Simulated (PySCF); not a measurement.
## How methods differ on the excitation energy of Hf⁺

Hf⁺ [Xe] 4f14 5d1 6s2 (2D) → Hf⁺ [Xe] 4f14 5d2 6s1 (4F), as a difference of total energies. All numbers are calculated (PySCF 2.14, a scalar-relativistic core potential, in def2-QZVPPD with the def2 core potential (60 electrons) (7s6p4d3f2g, 84 functions)). The calculations carry no spin-orbit coupling.

| method | excitation energy (eV) |
| --- | --- |
| LDA | 0.305 |
| CAM-B3LYP | 0.378 |

For comparison: 0.563 eV (measured; NIST levels, between the centres of gravity of the two terms).
